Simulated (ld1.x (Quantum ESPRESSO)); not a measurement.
Fe (Z = 26): variants of one TM potential

Base potential:

```json
{
 "Element": "Fe (Z = 26)",
 "Generator": "ld1.x (Quantum ESPRESSO) 7.5",
 "Type": "norm-conserving Troullier–Martins (Kleinman–Bylander form)",
 "Functional": "LDA (PZ)",
 "Relativity": "scalar-relativistic",
 "Frozen core": "[Ne]",
 "Valence charge": "16",
 "Reference configuration": "3s2 3p6 3d6 4s1 4p1",
 "Partial waves": "3s (bound): rc 0.80 bohr; 3p (bound): rc 0.75 bohr; 3d (bound): rc 1.10 bohr",
 "Local potential": "the d channel",
 "Core correction": "none"
}
```

Occupied shells without a wave of their own: 4p, 4s. They enter only through the test configuration that unscreens the potential.

Cutoffs, loose and tight: the cutoffs (Ry, on a coarse ladder) from which the occupation-weighted sum of valence levels, in a spherical-Bessel basis at the reference potential, stays within 10 and 1 mRy of its value at 400 Ry. They do not see the model core or the augmentation charge, which bear on the density cutoff. Test errors are all-electron minus pseudo excitation energies from the reference, over the configurations 3s2 3p6 3d6 4s2 4p0; 3s2 3p6 3d6 4s1 4p0; 3s2 3p6 3d6 4s0 4p0; 3s2 3p6 3d6 4s0 4p2; 3s2 3p6 3d6 4s0 4p1; 3s2 3p6 3d7 4s1 4p0; 3s1 3p6 3d6 4s2 4p0 (two spin-polarised tests are not counted in the largest error). A dash means not determined; rows that change the core or the reference have their own tests.

```csv
change,outcome,"cutoff, loose","cutoff, tight",bound ghosts,largest test error (meV)
base,generated,200 Ry,over 300 Ry,none,+209
"all radii scaled by about 0.77 (s 0.62, p 0.58, d 0.84 bohr)",failed: run_pseudo: Errors in PS-KS equation,–,–,–,–
"all radii scaled by about 1.06 (s 0.86, p 0.80, d 1.16 bohr)",generated,200 Ry,over 300 Ry,none,+202
"all radii scaled by about 1.15 (s 0.92, p 0.86, d 1.26 bohr)",generated,180 Ry,300 Ry,none,+165
"all radii scaled by about 1.25 (s 1.00, p 0.94, d 1.38 bohr)",generated,160 Ry,260 Ry,none,+226
"all radii scaled by about 1.39 (s 1.12, p 1.04, d 1.52 bohr)",generated,120 Ry,200 Ry,none,+587
```

Question: What comes out with this change to the base: all radii scaled by about 0.85 (s 0.68, p 0.64, d 0.94 bohr)?

Answer: outcome: generated, misses its reference levels by 0.31 eV; cutoff, loose: 300 Ry; cutoff, tight: over 300 Ry; bound ghosts: none; largest test error (meV): +635.

Question: What comes out with this change to the base: all radii scaled by about 0.97 (s 0.78, p 0.72, d 1.06 bohr)?

Answer: outcome: generated; cutoff, loose: 230 Ry; cutoff, tight: over 300 Ry; bound ghosts: none; largest test error (meV): +236.

Reading the sweep of the scale of all radii (base = 1) (base included, trends over the rows without a ghost): The loose cutoff falls from 300 Ry at 0.85 to 120 Ry at 1.39. A larger radius leaves more room for a smooth pseudo-wave, so fewer plane waves are needed; a smaller one forces it to follow the all-electron wave where it bends sharply. The median size of the test errors (rows with all tests solved) is not monotonic: lowest 85.8 meV at 1.15, highest 335.2 meV at 0.85. The generation fails at 0.77.
